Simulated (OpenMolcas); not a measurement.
**Multiconfigurational calculation on B2+**

Input:

```
&GATEWAY
Coord
1

B 0.0 0.0 0.0
Basis=ANO-R1
Group=XYZ
NoMove
AngMom=0.0 0.0 0.0
AMFI
&SEWARD
* reference wave functions (RASSCF and RASSI steps not shown): 1 electron in 4 orbitals (2s 2p)
>>> COPY JOB001 $Project.JobIph
&CASPT2
Multistate=1 1
Frozen=0 0
IPEA=0.35
Imaginary=0.15
MaxIter=60
WThr=0.0 0.3 0.05
PrWF=0.5
NoMix
>>> COPY JOB002 $Project.JobIph
&CASPT2
Multistate=3 1 2 3
Frozen=0 0
IPEA=0.35
Imaginary=0.15
MaxIter=60
WThr=0.0 0.3 0.05
PrWF=0.5
NoMix
```

Launched by
```bash
OMP_NUM_THREADS=1 MOLCAS_MEM=2252 MOLCAS_PROJECT=a pymolcas a.inp > a.log  # once for each step of the input, in one work folder
```

Output, cut to the results:

```
--- CASPT2 ---
Orbital specifications:
      -----------------------

      Symmetry species                           1   2
                                                ag  au
      Frozen orbitals                            0   0
      Inactive orbitals                          1   0
      Active orbitals                            1   3
      Secondary orbitals                         6   3
      Deleted orbitals                           0   0
      Number of basis functions                  8   6
Type of calculation                        SS-CASPT2
      Fock operator                              state-specific
      IPEA shift                                 0.35
      Real shift                                 0.00
      Imaginary shift                            0.15
      The input orbitals will be transformed to quasi-canonical
Reference energy:         -23.3819562418
      E2 (Non-variational):      -0.0006982564
      Shift correction:          -0.0000001311
      E2 (Variational):          -0.0006983875
      Total energy:             -23.3826546293
      Residual norm:              0.0000000303
      Reference weight:           0.99994
      Contributions to the CASPT2 correlation energy
      Active & Virtual Only:         -0.0000000000
      One Inactive Excited:          -0.0003949227
      Two Inactive Excited:          -0.0003033337
::    CASPT2 Root  1     Total energy:    -23.38265463
--- CASPT2 ---
Orbital specifications:
      -----------------------

      Symmetry species                           1   2
                                                ag  au
      Frozen orbitals                            0   0
      Inactive orbitals                          1   0
      Active orbitals                            1   3
      Secondary orbitals                         6   3
      Deleted orbitals                           0   0
      Number of basis functions                  8   6
Type of calculation                        MS-CASPT2
      Fock operator                              state-specific
      IPEA shift                                 0.35
      Real shift                                 0.00
      Imaginary shift                            0.15
      The input orbitals will be transformed to quasi-canonical
Reference energy:         -23.1515911211
      E2 (Non-variational):      -0.0010035386
      Shift correction:          -0.0000001662
      E2 (Variational):          -0.0010037048
      Total energy:             -23.1525948259
      Residual norm:              0.0000000464
      Reference weight:           0.99992
      Contributions to the CASPT2 correlation energy
      Active & Virtual Only:          0.0000000000
      One Inactive Excited:          -0.0004218338
      Two Inactive Excited:          -0.0005817048
Reference energy:         -23.1515911211
      E2 (Non-variational):      -0.0010035386
      Shift correction:          -0.0000001662
      E2 (Variational):          -0.0010037048
      Total energy:             -23.1525948259
      Residual norm:              0.0000000464
      Reference weight:           0.99992
      Contributions to the CASPT2 correlation energy
      Active & Virtual Only:          0.0000000000
      One Inactive Excited:          -0.0004218338
      Two Inactive Excited:          -0.0005817048
::    CASPT2 Root  1     Total energy:    -23.15259483
::    CASPT2 Root  2     Total energy:    -23.15259483
::    CASPT2 Root  3     Total energy:    -23.15259483
::    MS-CASPT2 Root  1     Total energy:    -23.15259483
::    MS-CASPT2 Root  2     Total energy:    -23.15259483
::    MS-CASPT2 Root  3     Total energy:    -23.15259483
```

Levels above the lowest, from the spin-orbit matrix with the single-state CASPT2 energies, averaged by term, on its diagonal:

| Configuration | Term | J | E (cm⁻¹) | Measured (cm⁻¹) | g | Term weight % |
| --- | --- | --- | --- | --- | --- | --- |
| 2s | ²S | 1/2 | 0.0 | 0.0 | 2.002 | 100 |
| 2p | ²P° | 1/2 | 50477 | 48358 | 0.666 | 100 |
| 2p | ²P° | 3/2 | 50500 | 48393 | 1.334 | 100 |

Against the 2 measured excited levels shown (Moore, Atomic Energy Levels, vol. I, NSRDS-NBS 35 (1971 reprint of NBS Circular 467, 1949)) the mean absolute deviation is 2100 cm-1; the largest miss in energy is 2p ²P°_1/2: computed 50477, measured 48358 cm⁻¹ (+4.4 %).

With one active electron, CASPT2 adds the correlation within the correlated inactive shells and between them and that electron, and leaves the splitting within a term as the reference gives it. Computed and measured levels are paired by configuration, term and J; levels that our copy of the source lacks, or whose pairing is in doubt (as where it misses far off the trend of its configuration), stay unpaired and out of the deviations. Only configurations of the active space appear.

The CASPT2 steps took 0.68 s on 1 thread of Arm Neoverse V1, on a shared host; the integral step is not counted.

The term weight is that of the spin-free term in the level, not the purity of its configuration. ° marks odd parity.
